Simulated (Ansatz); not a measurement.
Compare A (`F[SiH2]OC[SiH3]`) with its isomer B (`FC[SiH2]O[SiH3]`).

Calculated with Ansatz (gas phase, PBE0-D4/def2-TZVP geometries, no zero-point term in ΔE). CCSD(T)/CBS is the MP2 limit (def2-TZVPP, def2-QZVPP) plus CCSD(T) − MP2 in def2-TZVPP, frozen cores. DFT in def2-TZVPP. B3LYP here is the variant with VWN-RPA as its local correlation; programs differ in this. Each species was taken in one conformer, which may not be the lowest.

Q: Which is lower in electronic energy at CCSD(T)/CBS, and by how much? (Best estimate.)

A: The calculation gave: A, by 11.6 kcal/mol.

Q: Give E(B) − E(A) in kcal/mol with HF/def2-TZVPP, PBE-D4, MP2/def2-TZVPP, B3LYP-D4, B2PLYP, CCSD(T)/def2-TZVPP, CCSD/def2-TZVPP. (Best estimate.)

A: The calculation gave: HF/def2-TZVPP 9.2, PBE-D4 11.2, MP2/def2-TZVPP 12.3, B3LYP-D4 10.3, B2PLYP 11.2, CCSD(T)/def2-TZVPP 11.6, CCSD/def2-TZVPP 11.2. None reverses the order clearly.

Largest T1 diagnostic: 0.012.

In def2-TZVPP, CCSD(T) changes the Hartree–Fock value by +2.4 kcal/mol (the triples alone add +0.3 kcal/mol) and MP2 by +3.1 kcal/mol.
